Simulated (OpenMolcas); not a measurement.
# Fe4+: moving or changing the point charges

Fe4+ among 6 point charges of -2.2 e arranged as a trigonal prism (D3h), 1.8 Å from the ion, with a polar angle of 50.1° against the regular 49.1°.

```json
{
  "Program": "OpenMolcas 26.06",
  "Method": "SS-CASPT2, IPEA 0.25 Eh, imaginary shift 0.1 Eh (closed shells correlated: 3s 3p)",
  "Basis": "ANO-RCC-VDZP [5s4p2d1f]",
  "Scalar Hamiltonian": "DKH2, point nucleus",
  "Active space": "4 electrons in 5 orbitals (3d)",
  "State averaging": "2S+1 = 5 even, 5 roots; 2S+1 = 3 even, 45 roots; 2S+1 = 1 even, 50 roots",
  "Spin-orbit coupling": "RASSI with atomic mean-field integrals over the reference wave functions"
}
```

Runs around this geometry, states (labels of D3, the rotations of D3h). Energies in cm-1 above the lowest state or level, χT in cm3 K/mol.

| R (Å) | q (e) | Polar angle / regular | Ground state | First state of that spin | First gap with spin-orbit (degeneracies) | χT at 300 K | First state of another spin |
| --- | --- | --- | --- | --- | --- | --- | --- |
| 1.89 | -2.2 | 0.94 | 5E | 5A1 640 | 26 (1, 2) | 1.761 | 3E 25540 |
| 1.89 | -1.76 | 1.02 | 5E | 5A1 1140 | 11 (1, 2) | 1.915 | 3E 25840 |
| 1.8 | -2.2 | 1.02 | 5E | 5A1 1920 | 23 (2, 1) | 2.113 | 3E 25650 |
| 1.97 | -2.2 | 1.02 | 5E | 5A1 1100 | 11 (1, 2) | 1.908 | 3E 25820 |

Taking the first state of the same spin as R^-n, n = -ln(1100 / 1920) / ln(1.97 / 1.8) = 6.2 between the shortest and longest distance.

Roots that are degenerate in the reference are averaged as groups; the widest CASPT2 spread within a group is 130 cm-1 (the 2-fold group of multiplicity 5 near 5210 cm-1 above the lowest state of its run, R = 1.8, q = -2.2, ratio = 1.02). Shifts and gaps below about the spread of the groups concerned are not significant. An orbital doublet at a regular site is open to a Jahn-Teller distortion, which this geometry leaves out. Point charges give a weaker field than real ligands, and real ions of this kind are often low spin; the high spin found here belongs to the model. Free-ion shares, where given, are those of the reference states; single-state CASPT2 does not remix them. The ground term spreads over less than 5000 cm-1, several times less than with real ligands, so orbital moments are less quenched and χT lies further from the spin-only value than at real sites (holds for R = 1.89, q = -1.76, ratio = 1.02; R = 1.97, q = -2.2, ratio = 1.02). Point charges carry no covalency, so the field is a model and not that of real ligands. An unlabelled pair can be two single states that coincide in this model. No measured value stands beside these numbers.
